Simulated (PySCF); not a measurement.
Species: C₆H₉OPS.
SMILES: `C1CP(=S)(C#C)CCO1`

Level: B3LYP/def2-SVPD in PySCF, non-relativistic, on one gas-phase PBE0-D3(BJ)/def2-SVP geometry that isn't relaxed in the solvent. The solvent is an IEF-PCM continuum (van der Waals radii × 1.2), and excitations are vertical TDDFT with non-equilibrium linear response and a frozen core. The model holds no explicit solvent molecules, cavitation or dispersion.

Gas-phase singlets (H = HOMO, L = LUMO):

```tsv
state	E (eV)	λ (nm)	f	leading configuration
S1	4.617	269	0.002	H→L 99%
S2	4.739	262	0.024	H-1→L 83%
S3	4.761	260	0.000	H-1→L+1 98%
S4	4.881	254	0.029	H→L+1 82%
S5	5.848	212	0.010	H→L+2 95%
```

Task: Give the list for chloroform (ε = 4.711), n² = 2.09.

Result: 
| state | E (eV) | λ (nm) | f | leading configuration | change by rank (eV) |
| --- | --- | --- | --- | --- | --- |
| S1 | 4.921 | 252 | 0.004 | H→L 99% | +0.304 |
| S2 | 5.048 | 246 | 0.049 | H-1→L 95% | +0.309 |
| S3 | 5.148 | 241 | 0.000 | H-1→L+1 98% | +0.387 |
| S4 | 5.238 | 237 | 0.035 | H→L+1 96% | +0.357 |
| S5 | 6.069 | 204 | 0.000 | H-3→L 58% | +0.221 |

Task: The ground-state energy changes by -0.326 eV from gas to chloroform. By how much does the total energy of gas-phase S2 change?

Result: E(S2) = E(S0) + excitation energy, so it changes by -0.326 + 0.309 = -0.017 eV: it is lowered less than the ground state, which is what a blue shift means. This is the vertical state, with the slow part of the continuum still set for S0.

Task: How do the frontier levels move from gas to chloroform?

Result: 
```json
{"orbital": "LUMO+2", "gas (eV)": "0.16", "solvent (eV)": "0.38", "change (eV)": "+0.22"}
{"orbital": "LUMO+1", "gas (eV)": "-0.74", "solvent (eV)": "-0.61", "change (eV)": "+0.13"}
{"orbital": "LUMO", "gas (eV)": "-0.82", "solvent (eV)": "-0.76", "change (eV)": "+0.06"}
{"orbital": "HOMO", "gas (eV)": "-6.39", "solvent (eV)": "-6.65", "change (eV)": "-0.26"}
{"orbital": "HOMO-1", "gas (eV)": "-6.46", "solvent (eV)": "-6.73", "change (eV)": "-0.27"}
{"orbital": "HOMO-2", "gas (eV)": "-7.85", "solvent (eV)": "-7.70", "change (eV)": "+0.15"}
{"orbital": "HOMO-3", "gas (eV)": "-8.55", "solvent (eV)": "-8.42", "change (eV)": "+0.13"}
```

The HOMO–LUMO gap goes from 5.57 to 5.90 eV.

Hardware: one thread of an Intel Xeon Platinum 8488C, shared host with 192 logical CPUs at a one-minute load of 53. Cost: 64 s of wall time, 1.3 GiB resident at most. This is the whole response run at B3LYP/def2-SVPD in chloroform, SCF included.
